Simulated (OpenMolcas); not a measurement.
## B, Al, Ga, In, Tl: ns² np down the group

```json
{"Program": "OpenMolcas 26.06", "Method": "XMS-CASPT2, IPEA 0.25 Eh, imaginary shift 0.1 Eh", "Basis": "ANO-RCC-VTZP", "Scalar Hamiltonian": "DKH2, point nucleus", "Spin-orbit coupling": "RASSI with atomic mean-field integrals over the reference wave functions, term energies averaged over their components"}
```

Active space for each ion: 1 electron in 3 orbitals (p); closed shells correlated by CASPT2: B 1s 2s; Al 2s 2p 3s; Ga 3d 4s; In 4d 5s; Tl 5d 6s.

Computed levels in cm-1 above ²P°_1/2:

| Level | B | Al | Ga | In | Tl |
| --- | --- | --- | --- | --- | --- |
| ²P°_3/2 | 14.8 | 94.4 | 738 | 1941 | 6630 |
| weight of ²P° in the lowest level (%) | 100 | 100 | 100 | 100 | 100 |

Measured, with the error of the calculation in %. Measured levels: B, Al, Ga, In, Tl from NIST Handbook of Basic Atomic Spectroscopic Data.

```json
{"Level": "²P°_3/2", "B": "15.3 (-2.9)", "Al": "112 (-15.8)", "Ga": "826 (-10.6)", "In": "2213 (-12.3)", "Tl": "7793 (-14.9)"}
```

The fine-structure level ²P°_3/2 changes by a factor of 448 from B to Tl.

CASPT2 breaks the degeneracy within a term, and the mean is taken; among the terms shown or strongly mixed into the levels shown the widest spread is 140 cm-1 (5s² 5p ²P°, In). With one active electron, CASPT2 adds the correlation within the correlated inactive shells and between them and that electron, and leaves the splitting within a term as the reference gives it. Computed and measured levels are paired by configuration, term and J; levels that our copy of the source lacks, or whose pairing is in doubt (as where it misses far off the trend of its configuration), stay unpaired and out of the deviations. Only configurations of the active space appear.

° marks odd parity.
